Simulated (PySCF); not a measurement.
Vertical excitations of a molecule C₂H₃O₂, multiplicity 2 from PySCF 2.14.0 with TDA-LC-ωPBE/def2-SVPD, as energy in eV (oscillator strength): 1.29 (0.014), 1.48 (0.000), 4.59 (0.002), 5.35 (0.002), 5.81 (0.000), 6.13 (0.015), 6.22 (0.054), 6.42 (0.000), 6.57 (0.000), 6.61 (0.000). Geometry optimised at PBE-D3(BJ)/def2-SVP. One conformer was computed; it need not be the lowest.

Pick the molecule that these values belong to.
(A) CC([O])=O
(B) CO[C]=O
(C) [CH2]C(=O)O
(D) [CH2]OC=O

A, CC([O])=O
